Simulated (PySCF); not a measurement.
Species: C₅H₆F₃NO.
Geometry (PBE0-D3(BJ)/def2-SVP, Å), atoms numbered from 1 in this order:
```
atom  x, y, z in Å
C1     2.1845    0.4006    0.8153
N2     0.9300   -0.0971    0.3183
C3     0.5278    0.1161   -0.9573
O4     1.2002    0.6612   -1.8116
C5    -0.8359   -0.3939   -1.3170
C6    -1.9877   -0.2259   -0.6624
C7    -2.1605    0.4711    0.6548
F8    -1.7409   -0.3002    1.6834
F9    -1.4836    1.6155    0.7353
F10   -3.4459    0.7382    0.8740
H11    2.7185    0.8563   -0.0282
H12    2.8011   -0.4108    1.2325
H13    2.0327    1.1658    1.5939
H14    0.2932   -0.5522    0.9593
H15   -0.8619   -0.8791   -2.2971
H16   -2.9214   -0.6057   -1.0850
```

Linear response at wB97X-D/def2-SVPD (PySCF, frozen core in the response, non-relativistic). Isolated species at its PBE0-D3(BJ)/def2-SVP geometry (one conformer only).

Static isotropic polarisability: 74.73 au (11.07 Å³), principal values 57.4, 76.8, 90.0 au.

Problem. What is the polarisability at 1064 nm and at the sodium D line?

Solution. 75.36 au at 1064 nm (+0.8 %), 76.89 au at 589.3 nm (+2.9 %). The rise at 589.3 nm is 3.42 times that at 1064 nm; a pure ω² law gives 3.26. The lowest singlet lies at 254 nm, shorter than both wavelengths.

Problem. What is the isotropic C6 coefficient between two such molecules, C6 = (3/π)∫α(iω)² dω?

Solution. 2574 au (Eh·bohr⁶) by a ten-point quadrature over imaginary frequencies, which is 1540 eV·Å⁶ or 148 J·nm⁶/mol.

Problem. Which effective excitation energy ω̄ makes London's formula C6 = (3/4)α²ω̄ exact here?

Solution. ω̄ = 4·C6/(3α²) = 0.615 Eh = 16.7 eV. A one-pole form α(ω) = α/(1 − ω²/ω̄²) fitted to the 1064 nm value gives 12.7 eV.

Problem. What does −C6/R⁶ come to at R = 12 Å between centres?

Solution. -50 J/mol. This is the leading, orientation-averaged term; C8 and higher terms are left out.

Problem. How many electrons N does the Slater–Kirkwood formula C6 = (3/4)·√N·α^(3/2) need to give this C6?

Solution. N = (4·C6/3)²/α³ = 28.2; the species has 78 electrons in all.

Problem. How anisotropic is the static polarisability, by Δα² = ½[(α1 − α2)² + (α2 − α3)² + (α3 − α1)²]?

Solution. Δα = 28.4 au, or 0.38 of the isotropic value.

Problem. What three-body coefficient follows from the one-pole estimate C9 = (3/4)·α·C6?

Solution. 144000 au. This is an estimate from the two numbers above, not a computed integral.

Problem. The lowest 6 singlets have (eV, f): 4.88, 0.015; 5.57, 0.044; 6.91, 0.251; 7.04, 0.121; 7.51, 0.018; 7.76, 0.001. What share of the static polarisability do they carry in the sum over states α = Σ f/ω²?

Solution. 7.47 au, 10.0 % of α; the largest term, 3.89 au, is that of the state at 6.91 eV. Their oscillator strengths add up to 0.45. Higher states carry the rest.

wB97X-D is run here without its empirical dispersion term; that term would change no orbital, density or response property at a fixed geometry.
